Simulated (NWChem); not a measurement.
System meant: TiOCl₂; SMILES [O]=[Ti]([Cl])[Cl]

Here is an NWChem input.

```
start job
memory heap 200 mb stack 900 mb global 1100 mb
geometry units angstroms noautoz
  Ti    -0.275285     0.094174     0.000000
  Cl     0.658133    -0.030229     2.006457
  Cl     0.658133    -0.030229    -2.006457
  O     -1.816134     0.389950     0.000000
end
basis spherical
  Ti library def2-svp
  Cl library def2-svp
  O library def2-svp
end
dft
  xc pbe0
  iterations 4
  mulliken
end
task dft energy
```

End of the output:

```
    Atom       Charge   Shell Charges
 -----------   ------   -------------------------------------------------------
    1 Ti  22    27.20   2.00  2.00  1.88  0.42  0.11  5.99  5.81  1.06  5.59  2.28  0.07
    2 Cl  17    15.94   2.00  1.96  1.03  0.80  5.79  1.81  2.53  0.03
    3 Cl  17    15.94   2.00  1.96  1.03  0.80  5.79  1.81  2.53  0.03
    4 O    8     4.91   1.97  0.87  0.72  0.67  0.65  0.04

 center of mass
 --------------
 x =   0.00934527 y =  -0.00034617 z =   0.00000000

 moments of inertia (a.u.)
 ------------------
        1005.580844593205           0.000000000000           0.000000000000
           0.000000000000        1322.294440579208           0.000000000000
           0.000000000000           0.000000000000         316.937072627382

     Multipole analysis of the density
     ---------------------------------

     L   x y z        total         alpha         beta         nuclear
     -   - - -        -----         -----         ----         -------
     0   0 0 0     -0.000000    -32.000000    -32.000000     64.000000

     1   1 0 0     -6.339084     -3.169542     -3.169542     -0.000000
     1   0 1 0      0.362873      0.181436      0.181436      0.000000
     1   0 0 1      0.000000      0.000000      0.000000      0.000000

     2   2 0 0      9.346831    -73.688515    -73.688515    156.723861
     2   1 1 0     -0.501183     -0.230535     -0.230535     -0.040114
     2   1 0 1     -0.000000     -0.000000     -0.000000      0.000000
     2   0 2 0    -34.502898    -17.278549    -17.278549      0.054200
     2   0 1 1      0.000000      0.000000      0.000000      0.000000
     2   0 0 2     -4.864386   -246.835066   -246.835066    488.805746

 ------------------------------------------------------------------------
 dft energy failed                                                                                  0
 ------------------------------------------------------------------------
 ------------------------------------------------------------------------
  current input line :
    19: task dft energy
 ------------------------------------------------------------------------
 ------------------------------------------------------------------------
 This type of error is most commonly associated with calculations not reaching convergence criteria
 ------------------------------------------------------------------------
 For more information see the NWChem manual at https://nwchemgit.github.io

0:dft energy failed:Received an Error in Communication
```

Problem. Find the fault in this run and fix the input.

Solution. Convergence was not reached. Cause: the SCF was allowed too few iterations. This input runs:
```
start job
memory heap 200 mb stack 900 mb global 1100 mb
geometry units angstroms noautoz
  Ti    -0.275285     0.094174     0.000000
  Cl     0.658133    -0.030229     2.006457
  Cl     0.658133    -0.030229    -2.006457
  O     -1.816134     0.389950     0.000000
end
basis spherical
  Ti library def2-svp
  Cl library def2-svp
  O library def2-svp
end
dft
  xc pbe0
  iterations 150
  mulliken
end
task dft energy
```
It converges to -1844.22536 Ha (PBE0/def2-SVP).
